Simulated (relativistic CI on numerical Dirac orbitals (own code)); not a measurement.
How well does a small relativistic CI reproduce Fe2+?

Computed by Dirac-Coulomb-Breit CI, KLI orbitals optimised for each configuration, model QED (radiative potential, 1s self-energy scaled to tabulated hydrogen-like ionisation energies), valence Slater integrals scaled by 0.85, configuration energies shifted to the measured levels that pair with them (semi-empirical) (own radial code, finite nucleus).

CI space (outside the closed core [Ne] 3s2): 3p6 3d6, 3p6 3d5 4s, 3p6 3d5 4p, 3p6 3d4 4s2, 3p6 3d5 4d, 3p6 3d5 5s, 3p6 3d5 5p, 3p6 3d4 4s 4p, 3p6 3d5 4f, 3p6 3d5 5d, 3p6 3d5 5f, 3p6 3d5 5g, 3p6 3d4 4p2, 3p6 3d4 4s 4d, 3p5 3d7. Levels of other configurations are missing.

```tsv
Configuration	Term (tabulated)	J	Measured (cm⁻¹)	Computed	Error	Purity (%)
3p6 3d6	5D	4	0.0	0	0	99
3p6 3d6	5D	3	436.2	411	-25	99
3p6 3d6	5D	2	738.9	698	-40	99
3p6 3d6	5D	1	932.4	883	-49	99
3p6 3d6	5D	0	1027.3	974	-54	99
3p6 3d6	3P2	2	19404.8	21130	1725	99
3p6 3d6	3H	6	20051.1	19305	-746	100
3p6 3d6	3H	5	20300.8	19550	-751	99
3p6 3d6	3H	4	20481.9	19734	-748	98
3p6 3d6	3P2	1	20688.4	22338	1649	99
3p6 3d6	3P2	0	21208.5	22827	1619	99
3p6 3d6	3F2	4	21462.2	22060	598	95
3p6 3d6	3F2	3	21699.9	22296	596	97
3p6 3d6	3F2	2	21857.2	22462	604	100
3p6 3d6	3G	5	24558.8	24325	-234	99
3p6 3d6	3G	4	24940.9	24711	-230	95
3p6 3d6	3G	3	25142.4	24904	-239	97
3p6 3d5 4s	7S	3	30088.8	29807	-282	100
3p6 3d6	1I	6	30356.2	29037	-1319	100
3p6 3d6	3D	2	30716.2	31256	539	99
3p6 3d6	3D	1	30725.8	31248	522	99
3p6 3d6	3D	3	30857.8	31371	514	99
3p6 3d6	1G2	4	30886.4	30677	-209	99
3p6 3d6	1S2	0	34812.4	35454	642	99
3p6 3d6	1D2	2	35803.7	38109	2305	99
3p6 3d5 4s	5S	2	40999.9	40695	-305	99
3p6 3d6	1F	3	42896.9	43896	999	99
3p6 3d6	3P1	0	49148.0	50713	1565	99
3p6 3d6	3P1	1	49576.9	51120	1543	99
3p6 3d6	3F1	2	50184.9	50952	767	99
3p6 3d6	3F1	4	50276.1	51033	757	99
3p6 3d6	3F1	3	50295.2	51051	756	98
3p6 3d6	3P1	2	50412.3	51910	1498	99
3p6 3d6	1G1	4	57221.7	57929	707	99
3p6 3d5 4s	5G	6	63425.2	62382	-1044	100
3p6 3d5 4s	5G	5	63466.4	62423	-1044	100
3p6 3d5 4s	5G	4	63486.8	62445	-1042	100
3p6 3d5 4s	5G	3	63494.0	62455	-1039	100
3p6 3d5 4s	5G	2	63494.6	62458	-1037	99
3p6 3d5 4s	5P	3	66464.6	67083	618	94
3p6 3d5 4s	5P	2	66522.9	67138	615	95
3p6 3d5 4s	5P	1	66591.7	67210	619	98
3p6 3d5 4s	5D	4	69695.7	69909	213	98
3p6 3d5 4s	5D	0	69747.4	69961	214	99
3p6 3d5 4s	5D	1	69788.2	70004	216	97
3p6 3d5 4s	5D	3	69836.8	70054	217	94
3p6 3d5 4s	5D	2	69837.8	70056	218	95
3p6 3d5 4s	3G	5	70694.0	69663	-1031	99
3p6 3d5 4s	3G	3	70725.0	69701	-1024	99
3p6 3d5 4s	3G	4	70728.8	69696	-1033	98
3p6 3d5 4s	3P	2	73727.6	74364	636	93
3p6 3d5 4s	3P	1	73849.1	74481	631	96
3p6 3d5 4s	3P	0	73936.0	74571	635	99
3p6 3d5 4s	3D	3	76956.8	77178	221	99
3p6 3d5 4s	3D	1	77075.3	77306	231	96
3p6 3d5 4s	3D	2	77102.4	77331	229	94
3p6 3d5 4s	3I	7	79840.1	77348	-2492	100
3p6 3d5 4s	3I	6	79844.7	77361	-2483	99
3p6 3d5 4s	3I	5	79860.4	77381	-2479	99
3p6 3d5 4p	7P°	2	82001.7	82031	29	100
3p6 3d5 4p	7P°	3	82333.9	82334	0	99
3p6 3d5 4s	3D	1	82494.9	83936	1442	69
3p6 3d5 4p	7P°	4	82846.6	82789	-58	100
3p6 3d5 4s	5F	5	83138.2	83062	-76	99
3p6 3d5 4s	5F †	4	83161.5	83099	-62	98
3p6 3d5 4s	5F †	3	83237.9	83300	62	57
3p6 3d5 4s	5F †	1	83647.0	82789	-858	68
```

Measured levels from Corliss and Sugar, J. Phys. Chem. Ref. Data 11, 135 (1982); pairs were made by configuration, J and term (by order where the table uses no LS term), so strongly mixed levels may be paired wrongly.

Mean error by configuration (cm⁻¹): 3p6 3d6 492; 3p6 3d5 4s -326; 3p6 3d5 4p -10. Over the excited levels the mean absolute error is 762 cm⁻¹ (66 of the 69 excited levels that our extract of the source holds in range could be paired, and the others can miss by more), and the median relative error of those above 1,000 cm⁻¹ is 1.5 %, both after the shifts were fitted to these levels, so that a configuration with one level shows no error. † marks terms whose computed intervals miss the measured ones by more than a factor of 2.5, or configurations far off the rest, from wrong mixing, a near crossing or a doubtful label or measurement; they are left out of the means.

Configurations whose levels could be paired with our table of measured levels were shifted onto them, all but the ground configuration, by the median error of their levels; single terms can still be off by 1,000 to 2,000 cm⁻¹ or more, and rates follow the energies as ν³ (E1, M1) or ν⁵ (E2). The others borrow a shift and can be off by several thousand cm⁻¹ or more. The fine structure of a lone outer electron comes out too small, for d and f at times inverted, and misplaced configurations move strength between like terms. 66 of the 69 excited levels that our extract of the measured tables holds in this range could be paired (the sources list more); they are missed by 742 cm⁻¹ on average and 2492 at most, after the shifts were fitted to these levels, and levels without a partner can miss by more.

Shifts applied (cm⁻¹): 3p6 3d6 0; 3p6 3d5 4s 1622; 3p6 3d5 4p 2580.
